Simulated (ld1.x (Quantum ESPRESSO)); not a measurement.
u(r) = r·R(r): atom against pseudo-atom (Ti (Z = 22))

Columns: radius, all-electron u(r) and pseudo u(r) of the 4p shell (level -1.47 eV) of titanium in the configuration [Ar] 3d2 4s2 4p0; PBE, scalar-relativistic, TM semilocal scheme, ld1.x (Quantum ESPRESSO) 7.5.

```csv
r (bohr),all-electron,pseudo
0.170,0.1056,0.0019
0.340,0.0163,0.0077
0.510,-0.1079,0.0173
0.680,-0.1746,0.0308
0.850,-0.1796,0.0482
1.020,-0.1422,0.0696
1.190,-0.0817,0.0948
1.360,-0.0117,0.1238
1.530,0.0596,0.1562
1.700,0.1275,0.1915
1.870,0.1898,0.2288
2.040,0.2455,0.2672
2.210,0.2946,0.3052
2.380,0.3371,0.3416
2.550,0.3734,0.3749
2.720,0.4037,0.4041
2.890,0.4285,0.4286
3.060,0.4481,0.4481
3.230,0.4628,0.4628
3.400,0.4732,0.4732
3.570,0.4796,0.4796
3.740,0.4824,0.4824
3.910,0.4822,0.4822
4.080,0.4794,0.4794
4.250,0.4743,0.4743
4.420,0.4673,0.4673
```

(1) How many radial nodes do the two functions have?

(2) At about which radius was the pseudo-wave matched?

(3) Where does each function peak?

(4) Is the pseudo-wave norm-conserving?

Answers

(1) The all-electron 4p function has n − l − 1 = 2; the pseudo-wave has 0, since the states of the same l below it are removed with the core.

(2) 3.40 bohr. The columns agree to 0.0005 from 2.72 bohr on; several derivatives are matched, so the curves merge somewhat inside the radius.

(3) Outermost all-electron maximum near 3.74 bohr, pseudo maximum near 3.74 bohr (to the table’s step).

(4) Yes: the TM semilocal scheme keeps the norm inside the radius equal to the all-electron one, which fixes the energy derivative of the logarithmic derivative at the level.
